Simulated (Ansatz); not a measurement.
Input file for Ansatz (an electronic-structure program): U-CCSD(T)/cc-pVDZ on BrGaH2 (SMILES [GaH2][Br]), a point of a bond scan (R = 2.336 Å). The run froze 28 orbitals, filled d shells among them.

Ansatz 0.2 input:
```yaml
crystal:
  periodic: [false, false, false]
  atoms:
    - {symbol: Ga, position_ang: [-0.62727121, -0.97642227, 0.15641510]}
    - {symbol: H, position_ang: [0.20783507, -2.45089758, 1.76466878]}
    - {symbol: H, position_ang: [-1.89600936, -1.10175241, -0.73821097]}
    - {symbol: Br, position_ang: [0.61177002, 0.95229282, -0.15254975]}
basis:
  gaussian:
    orbitals: cc-pVDZ
correlation: {method: ccsd_t, electrons: outside_noble_gas}
scf: {omitted_lower_state_checks: [cluster_reference]}
magnetization: {spin_polarized: true, initial_magnetization: 0}
```

Program output:

```
WARN ansatz: RAYON_NUM_THREADS=1 ignored (pool sized by the plan → 1); use --threads N
Functional definition: HF
these checks for a lower state are left out or cut short: cluster_reference
integrals: 0.07 GiB planned
723 factors; integrals over basis functions are off by at most 9.7e-4 eV
mean field: 0.37 GiB planned
mean field evaluation 1: about -122361.5735 eV, gradient 9.3e0 eV
mean field evaluation 2: about -122361.5976 eV, gradient 9.3e0 eV
mean field evaluation 4: about -122362.4738 eV, gradient 8.7e-1 eV
mean field evaluation 8: about -122362.4864 eV, gradient 8.5e-4 eV
mean field evaluation 16: about -122362.5468 eV, gradient 6.1e-1 eV
mean field -122362.57318717 eV, -4496.7416242975 hartree, gradient 2.9e-6 eV, S^2 0.322522; 1 other end points of the search recorded, 0 dependent functions left out
28 core orbitals not correlated
reference -122362.57318717 eV, -4496.7416242975 hartree; 6, 6 occupied and 30, 30 virtual orbitals, 723 factors
second order -4.73163084 eV of doubles, -0.00000000 eV of singles
coupled cluster: 0.11 GiB planned
cycle   1  -5.25528054 eV  change   -5.2e-1 eV  update   7.8e-2
cycle   2  -5.50970076 eV  change   -2.5e-1 eV  update   5.0e-2
cycle   3  -5.65172229 eV  change   -1.4e-1 eV  update   3.9e-2
cycle   4  -5.76542365 eV  change   -1.1e-1 eV  update   2.7e-2
cycle   5  -5.79381310 eV  change   -2.8e-2 eV  update   1.1e-2
cycle   6  -5.80629970 eV  change   -1.2e-2 eV  update   3.3e-3
cycle   7  -5.80709952 eV  change   -8.0e-4 eV  update   1.3e-3
cycle   8  -5.80704783 eV  change    5.2e-5 eV  update   5.2e-4
cycle   9  -5.80711854 eV  change   -7.1e-5 eV  update   1.9e-4
cycle  10  -5.80712068 eV  change   -2.1e-6 eV  update   6.0e-5
cycle  11  -5.80714290 eV  change   -2.2e-5 eV  update   2.4e-5
cycle  12  -5.80713901 eV  change    3.9e-6 eV  update   9.3e-6
coupled cluster: 0.11 GiB planned
perturbative correction -0.14210159 eV, -0.0052221370 hartree
Total energy: -122368.52242777 eV, -4496.9602548570 hartree
Checks for a lower state left out: cluster_reference
```

The run converged. Its determinant has ⟨S²⟩ = 0.32, a mixture of spin states.

Cost: about 7 core-seconds (a rough figure).
